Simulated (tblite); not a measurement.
A geometry optimisation, step by step.

Compound: C5H14NPSi.
Numbering: `[CH2:1]=[CH:2][P@@:3]([CH3:4])([CH2:5][CH3:6])=[N:7][SiH3:8]` (hydrogens: H9, H10 on C1; H11 on C2; H12, H13, H14 on C4; H15, H16 on C5; H17, H18, H19 on C6; H20, H21, H22 on Si8)

Computed with GFN2-xTB (tblite), gas phase: L-BFGS steps from a force-field or distance-geometry start until the largest atomic force falls under 0.01 eV/Å. 4 of its 231 geometries are shown.

Step 0: E = -679.7358 eV, largest atomic force 1.929 eV/Å
```
atom  x, y, z in Å  |  force x, y, z in eV/Å
C1     -0.616   -1.082   -2.011   -0.392  -0.352  -0.465
C2      0.045   -0.128   -1.393   -0.068   0.990   0.010
P3      0.130   -0.005    0.411    0.192  -1.385   0.447
C4      1.024    1.466    0.951    0.202   1.037   0.370
C5     -1.598    0.120    1.005   -0.396   0.280   0.125
C6     -2.211    1.264    0.205    0.018  -0.187  -0.900
N7      0.858   -1.239    1.035    1.318  -1.374  -0.312
Si8     2.385   -1.746    0.258   -1.523   0.430   0.522
H9     -0.647   -1.140   -3.106    0.072  -0.147   0.583
H10    -1.172   -1.825   -1.447    0.112   0.125  -0.202
H11     0.596    0.620   -1.943    0.151   0.071  -0.150
H12     0.301    2.165    1.422    0.662  -0.129  -0.262
H13     1.792    1.141    1.697   -0.760   0.180  -0.575
H14     1.543    1.917    0.099   -0.123   0.203   0.220
H15    -2.126   -0.792    0.722    0.159  -0.212   0.437
H16    -1.669    0.296    2.098    0.244  -0.258  -0.567
H17    -1.413    2.010    0.040   -0.807   0.132   0.142
H18    -3.129    1.664    0.651    0.492   0.099  -0.069
H19    -2.473    0.853   -0.797    0.069   0.473   0.563
H20     2.830   -0.622   -0.581    0.302  -0.102  -0.160
H21     2.154   -2.925   -0.598    0.048   0.172   0.106
H22     3.386   -1.993    1.280    0.026  -0.046   0.140
```

Step 77: E = -680.3390 eV, largest atomic force 0.118 eV/Å
```
atom  x, y, z in Å  |  force x, y, z in eV/Å
C1     -0.587   -0.855   -2.185   -0.006   0.022   0.001
C2     -0.073    0.165   -1.518    0.056  -0.001  -0.003
P3      0.225    0.018    0.280   -0.053  -0.014  -0.020
C4      1.066    1.620    0.646   -0.033  -0.099  -0.055
C5     -1.444    0.121    1.048   -0.002  -0.011  -0.019
C6     -2.373    1.135    0.395   -0.003  -0.016   0.014
N7      0.889   -1.293    0.809    0.047   0.037  -0.004
Si8     2.406   -2.014    0.443   -0.012   0.014  -0.010
H9     -0.748   -0.840   -3.253    0.002   0.001   0.016
H10    -0.871   -1.757   -1.664    0.032  -0.011   0.002
H11     0.237    1.078   -2.010   -0.008  -0.015  -0.040
H12     0.401    2.454    0.441   -0.006   0.096   0.005
H13     1.361    1.624    1.693   -0.009  -0.008   0.027
H14     1.958    1.706    0.025   -0.009  -0.040   0.027
H15    -1.849   -0.891    0.962   -0.013   0.010   0.019
H16    -1.303    0.325    2.114    0.019   0.028  -0.048
H17    -1.964    2.141    0.448    0.018   0.003   0.007
H18    -3.343    1.143    0.889    0.009  -0.029   0.041
H19    -2.530    0.883   -0.653    0.015   0.023   0.009
H20     3.418   -1.128   -0.163   -0.053  -0.008  -0.007
H21     2.193   -3.140   -0.479    0.010   0.053   0.025
H22     2.920   -2.474    1.732    0.000  -0.036   0.014
```

Step 153: E = -680.3750 eV, largest atomic force 0.025 eV/Å
```
atom  x, y, z in Å  |  force x, y, z in eV/Å
C1     -0.343   -1.110   -2.176    0.001   0.002   0.002
C2     -0.147    0.040   -1.554   -0.006  -0.001   0.002
P3      0.173    0.023    0.244   -0.007  -0.006   0.004
C4      0.972    1.663    0.508   -0.004  -0.009   0.010
C5     -1.477    0.133    1.044   -0.001   0.008  -0.005
C6     -2.329    1.312    0.600   -0.001   0.001   0.003
N7      0.885   -1.225    0.858   -0.002  -0.006  -0.003
Si8     2.357   -1.983    0.406    0.009   0.006   0.022
H9     -0.517   -1.187   -3.238   -0.003   0.004  -0.010
H10    -0.322   -2.032   -1.615   -0.008  -0.001   0.000
H11    -0.134    0.987   -2.079   -0.004  -0.011  -0.009
H12     0.412    2.471    0.043   -0.003   0.008  -0.001
H13     1.050    1.833    1.581    0.007  -0.005   0.013
H14     1.975    1.625    0.087    0.013  -0.010  -0.014
H15    -1.973   -0.815    0.816    0.018   0.008  -0.001
H16    -1.290    0.152    2.121    0.002   0.002  -0.012
H17    -1.882    2.256    0.908   -0.012  -0.014  -0.002
H18    -3.321    1.246    1.044    0.005   0.012   0.001
H19    -2.441    1.318   -0.483    0.002  -0.004   0.007
H20     3.502   -1.064    0.284   -0.011   0.003   0.008
H21     2.255   -2.681   -0.885    0.007   0.006  -0.015
H22     2.587   -2.942    1.484   -0.001   0.006   0.000
```

Step 230: E = -680.3882 eV, largest atomic force 0.010 eV/Å
```
atom  x, y, z in Å  |  force x, y, z in eV/Å
C1     -0.352   -1.179   -2.217    0.002   0.004  -0.002
C2     -0.274   -0.019   -1.587   -0.004  -0.004  -0.002
P3      0.129   -0.021    0.195   -0.001   0.006   0.004
C4      1.009    1.586    0.397    0.008   0.005   0.003
C5     -1.483    0.162    1.058   -0.003   0.004   0.002
C6     -2.310    1.373    0.653   -0.002   0.003  -0.001
N7      0.796   -1.311    0.768   -0.005  -0.002   0.005
Si8     2.379   -1.912    0.492    0.001  -0.003  -0.001
H9     -0.582   -1.269   -3.267    0.005  -0.002  -0.007
H10    -0.170   -2.093   -1.671    0.002  -0.002   0.003
H11    -0.427    0.925   -2.094   -0.003   0.000   0.007
H12     0.456    2.420   -0.028   -0.001  -0.004   0.003
H13     1.174    1.750    1.461   -0.001  -0.001   0.001
H14     1.976    1.500   -0.098    0.001  -0.002  -0.004
H15    -2.021   -0.768    0.853    0.003  -0.001   0.006
H16    -1.250    0.175    2.126    0.005   0.002  -0.002
H17    -1.797    2.298    0.905    0.000   0.006   0.000
H18    -3.265    1.365    1.175   -0.003  -0.007  -0.004
H19    -2.507    1.365   -0.417    0.001  -0.003  -0.003
H20     3.415   -1.057    1.094   -0.001   0.001  -0.001
H21     2.735   -2.044   -0.932   -0.003   0.001  -0.002
H22     2.360   -3.225    1.132   -0.001  -0.001  -0.004
```

**Question.** Summarise the path.

**Answer.** The energy falls by 62.95 kJ/mol from step 0 to step 230; nine tenths of that is first reached at step 71. It rises by more than 0.2 meV at steps 72 and 190. The largest force goes from 1.929 to 0.010 eV/Å. Among the bonds N7–Si8 changes most, from 1.787 to 1.716 Å; the atoms move by 0.850 Å rms after alignment.

**Question.** Follow the three bonds and two angles with the largest change from start to end.

**Answer.** 
```tsv
step	E above end (kJ/mol)	largest force (eV/Å)	N7–Si8 (Å)	P3–C4 (Å)	C4–H13 (Å)	P3–N7–Si8 (°)	C4–P3–N7 (°)
0	62.95	1.929	1.787	1.804	1.119	116.6	107.1
10	26.00	0.182	1.728	1.851	1.089	114.2	112.8
20	19.54	0.157	1.731	1.840	1.087	118.3	114.8
30	13.43	0.194	1.727	1.850	1.088	125.2	116.7
40	10.21	0.091	1.718	1.851	1.090	131.2	116.0
50	8.92	0.086	1.714	1.848	1.090	131.6	115.8
60	7.86	0.090	1.716	1.849	1.089	131.9	116.3
70	6.38	0.123	1.714	1.844	1.090	133.0	117.6
80	4.12	0.098	1.716	1.843	1.090	131.1	117.2
90	3.51	0.024	1.717	1.841	1.090	129.9	116.4
100	3.21	0.045	1.717	1.841	1.089	128.8	116.1
110	2.96	0.050	1.718	1.844	1.088	127.9	116.3
120	2.57	0.049	1.716	1.842	1.089	129.0	115.8
130	2.08	0.042	1.717	1.842	1.089	128.2	116.1
140	1.64	0.044	1.716	1.842	1.090	129.0	116.8
150	1.32	0.033	1.715	1.843	1.090	129.5	117.1
160	1.21	0.030	1.716	1.843	1.089	129.5	117.3
170	0.85	0.042	1.716	1.842	1.090	128.4	117.4
180	0.66	0.035	1.716	1.842	1.089	128.4	117.2
190	0.77	0.232	1.718	1.843	1.089	127.4	117.6
200	0.25	0.035	1.717	1.844	1.089	127.8	118.1
210	0.17	0.019	1.716	1.842	1.089	128.0	118.5
220	0.08	0.031	1.715	1.843	1.090	128.7	118.4
230	0.00	0.010	1.716	1.843	1.089	128.6	118.4
```

The cost below is that of the whole relaxation. On an Arm Neoverse V1 with one thread, shared host with 32 logical CPUs at a one-minute load of 14, this took 2.2 s wall.
